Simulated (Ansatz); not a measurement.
Isolated molecules relaxed with PBE0-D4/def2-TZVP in Ansatz; ΔE leaves out vibrations. CCSD(T)/CBS is the MP2 limit (def2-TZVPP, def2-QZVPP) plus CCSD(T) − MP2 in def2-TZVPP, frozen cores. Functionals use def2-TZVPP. B3LYP here is the variant with VWN-RPA as its local correlation; programs differ in this. One conformer a species, not always the lowest.

Reaction (formal exchange of groups at the Si–O bond): `NB(O[SiH3])O[SiH3]` + `B[SiH2]C` → `C[SiH2]B[SiH3]` + `NB(O)O[SiH3]`

```tsv
level	ΔE (kcal/mol)
PBE0-D4	19.6
B3LYP-D4	23.7
ωB97X-V	22.9
B2PLYP	23.9
r2SCAN	21.3
HF/def2-TZVPP	28.9
SCS-MP2/def2-TZVPP	25.6
HF/def2-QZVPP	29.4
```

Problem. What does CCSD(T)/CBS give? (Estimate.)

Solution. The calculation gave: +23.0 kcal/mol. The listed levels differ from it by -3.4, 0.7, -0.1, 0.9, -1.7, 5.9, 2.6, 6.4 kcal/mol.

Largest T1 diagnostic among the species: 0.013.

In def2-TZVPP, CCSD(T) changes the Hartree–Fock value by −6.1 kcal/mol (the triples alone add −0.8 kcal/mol) and MP2 by −4.4 kcal/mol. The D4 term adds +0.7 kcal/mol with B3LYP and +0.4 kcal/mol with PBE0; it sums over pairs of atoms, weighted by their polarisabilities, and B3LYP, whose exchange is more repulsive, gets the larger term.
